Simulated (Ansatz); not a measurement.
A run for Ansatz (an electronic-structure program): U-PBE0/def2-TZVPP on RbOs, 2S+1 = 6, a spin state set in the input, which need not be the lowest. Elements past Kr take the def2 small-core potentials; no spin–orbit coupling.

Ansatz 0.2 input:
```yaml
crystal:
  periodic: [false, false, false]
  atoms:
    - {symbol: Os, position_ang: [0.00000000, 0.00000000, 0.00000000]}
    - {symbol: Rb, position_ang: [0.00000000, 0.00000000, 3.45800000]}
basis:
  gaussian:
    orbitals: def2-TZVPP
hamiltonian:
  xc: {name: PBE0}
magnetization: {spin_polarized: true, initial_magnetization: 5}
relax: {f_tol: 0.002, max_steps: 120}
```

Program output:

```
WARN ansatz: RAYON_NUM_THREADS=1 ignored (pool sized by the plan → 1); use --threads N
Functional definition: PBE0
integrals: 0.03 GiB planned
661 factors; their error is unknown
mean field: 0.33 GiB planned
mean field evaluation 1: about -3118.2061 eV, gradient 1.3e1 eV
mean field evaluation 2: about -3118.0423 eV, gradient 1.6e1 eV
mean field evaluation 4: about -3119.1689 eV, gradient 1.1e0 eV
mean field evaluation 8: about -3119.2254 eV, gradient 1.4e-1 eV
mean field evaluation 16: about -3119.2816 eV, gradient 2.1e-2 eV
mean field evaluation 32: about -3119.2888 eV, gradient 1.5e-1 eV
mean field evaluation 64: about -3118.8009 eV, gradient 9.4e-3 eV
mean field evaluation 96: about -3118.7432 eV, gradient 1.0e0 eV
mean field -3119.28894955 eV, -114.6317545658 hartree, gradient 4.6e-9 eV, S^2 8.761267; 14 other end points of the search recorded, 0 dependent functions left out
the calculation of the forces begins
reference -3119.28898568 eV, -114.6317558936 hartree; 15, 10 occupied and 81, 86 virtual orbitals, 661 factors
relax step   1: F+E_penalty+E_count = -3119.28894955 eV  Δ(F+E_penalty+E_count) = +0.000e0 eV  max|allowed force component| = 4.574e-1 eV/Å  Δτ_max = 0.0000 Å  (641 SCF iters, accepted)
these checks for a lower state are left out or cut short: starts, cluster_reference, orbital_swaps, neighbouring_geometries, increment
integrals: 0.03 GiB planned
661 factors; their error is unknown
mean field: 0.33 GiB planned
mean field evaluation 128: about -3119.2628 eV, gradient 1.5e-2 eV
mean field -3119.31644516 eV, -114.6327650110 hartree, gradient 6.8e-6 eV, S^2 8.761207; 0 other end points of the search recorded, 0 dependent functions left out
the calculation of the forces begins
reference -3119.31648122 eV, -114.6327663362 hartree; 15, 10 occupied and 81, 86 virtual orbitals, 661 factors
relax step   2: F+E_penalty+E_count = -3119.31644516 eV  Δ(F+E_penalty+E_count) = -2.750e-2 eV  max|allowed force component| = 3.667e-1 eV/Å  Δτ_max = 0.0335 Å  (89 SCF iters, accepted)
these checks for a lower state are left out or cut short: starts, cluster_reference, orbital_swaps, neighbouring_geometries, increment
integrals: 0.03 GiB planned
661 factors; their error is unknown
mean field: 0.33 GiB planned
mean field evaluation 160: about -3119.3785 eV, gradient 1.2e-1 eV
mean field evaluation 192: about -3119.3809 eV, gradient 4.8e-9 eV
mean field -3119.38089517 eV, -114.6351335050 hartree, gradient 8.8e-9 eV, S^2 8.761123; 1 other end points of the search recorded, 0 dependent functions left out
the calculation of the forces begins
reference -3119.38093104 eV, -114.6351348232 hartree; 15, 10 occupied and 81, 86 virtual orbitals, 661 factors
relax step   3: F+E_penalty+E_count = -3119.38089517 eV  Δ(F+E_penalty+E_count) = -6.445e-2 eV  max|allowed force component| = 1.266e-1 eV/Å  Δτ_max = 0.1352 Å  (392 SCF iters, accepted)
these checks for a lower state are left out or cut short: starts, cluster_reference, orbital_swaps, neighbouring_geometries, increment
integrals: 0.03 GiB planned
661 factors; their error is unknown
mean field: 0.33 GiB planned
mean field -3119.38312113 eV, -114.6352153078 hartree, gradient 7.7e-9 eV, S^2 8.761140; 0 other end points of the search recorded, 0 dependent functions left out
the calculation of the forces begins
reference -3119.38315701 eV, -114.6352166262 hartree; 15, 10 occupied and 81, 86 virtual orbitals, 661 factors
relax step   4: F+E_penalty+E_count = -3119.38312113 eV  Δ(F+E_penalty+E_count) = -2.226e-3 eV  max|allowed force component| = 1.138e-1 eV/Å  Δτ_max = 0.0093 Å  (216 SCF iters, accepted)
these checks for a lower state are left out or cut short: starts, cluster_reference, orbital_swaps, neighbouring_geometries, increment
integrals: 0.03 GiB planned
661 factors; their error is unknown
mean field: 0.33 GiB planned
mean field evaluation 224: about -3119.3947 eV, gradient 3.3e-5 eV
mean field -3119.39467587 eV, -114.6356399365 hartree, gradient 9.0e-9 eV, S^2 8.761327; 0 other end points of the search recorded, 0 dependent functions left out
the calculation of the forces begins
reference -3119.39471177 eV, -114.6356412557 hartree; 15, 10 occupied and 81, 86 virtual orbitals, 661 factors
relax step   5: F+E_penalty+E_count = -3119.39467587 eV  Δ(F+E_penalty+E_count) = -1.155e-2 eV  max|allowed force component| = 1.401e-2 eV/Å  Δτ_max = 0.0980 Å  (210 SCF iters, accepted)
these checks for a lower state are left out or cut short: starts, cluster_reference, orbital_swaps, neighbouring_geometries, increment
integrals: 0.03 GiB planned
661 factors; their error is unknown
mean field: 0.33 GiB planned
mean field evaluation 256: about -3119.3949 eV, gradient 2.3e-9 eV
mean field -3119.39494464 eV, -114.6356498136 hartree, gradient 1.4e-8 eV, S^2 8.761374; 0 other end points of the search recorded, 0 dependent functions left out
the calculation of the forces begins
reference -3119.39498053 eV, -114.6356511326 hartree; 15, 10 occupied and 81, 86 virtual orbitals, 661 factors
relax step   6: F+E_penalty+E_count = -3119.39494464 eV  Δ(F+E_penalty+E_count) = -2.688e-4 eV  max|allowed force component| = 2.818e-3 eV/Å  Δτ_max = 0.0252 Å  (225 SCF iters, accepted)
these checks for a lower state are left out or cut short: starts, cluster_reference, orbital_swaps, neighbouring_geometries, increment
integrals: 0.03 GiB planned
661 factors; their error is unknown
mean field: 0.33 GiB planned
mean field -3119.39495748 eV, -114.6356502856 hartree, gradient 9.7e-9 eV, S^2 8.761366; 0 other end points of the search recorded, 0 dependent functions left out
the calculation of the forces begins
reference -3119.39499337 eV, -114.6356516046 hartree; 15, 10 occupied and 81, 86 virtual orbitals, 661 factors
relax step   7: F+E_penalty+E_count = -3119.39495748 eV  Δ(F+E_penalty+E_count) = -1.284e-5 eV  max|allowed force component| = 2.967e-4 eV/Å  Δτ_max = 0.0041 Å  (210 SCF iters, accepted)
integrals: 0.03 GiB planned
661 factors; their error is unknown
mean field: 0.33 GiB planned
mean field evaluation 288: about -3119.3292 eV, gradient 8.1e-2 eV
mean field evaluation 320: about -3119.3793 eV, gradient 2.0e0 eV
mean field evaluation 352: about -3119.3935 eV, gradient 9.2e-2 eV
mean field evaluation 384: about -3118.4417 eV, gradient 1.2e1 eV
mean field evaluation 416: about -3119.0187 eV, gradient 1.3e0 eV
mean field evaluation 448: about -3119.3847 eV, gradient 8.8e-2 eV
mean field evaluation 480: about -3119.2514 eV, gradient 6.5e0 eV
mean field -3119.39495748 eV, -114.6356502856 hartree, gradient 9.7e-9 eV, S^2 8.761366; 16 other end points of the search recorded, 0 dependent functions left out
the calculation of the forces begins
reference -3119.39499337 eV, -114.6356516046 hartree; 15, 10 occupied and 81, 86 virtual orbitals, 661 factors
Total energy: -3119.39499337 eV, -114.6356516046 hartree
Atom 0 at    -0.000000    -0.000000    -0.297083 Å, force    -0.000001    -0.000001     0.000297 eV/Å
Atom 1 at     0.000000     0.000000     3.755083 Å, force     0.000001     0.000001    -0.000297 eV/Å
Dipole moment:     0.053761    -0.065710     0.386138 e Å
```

The run converged.

Cost: about 4 core-minutes (a rough figure).
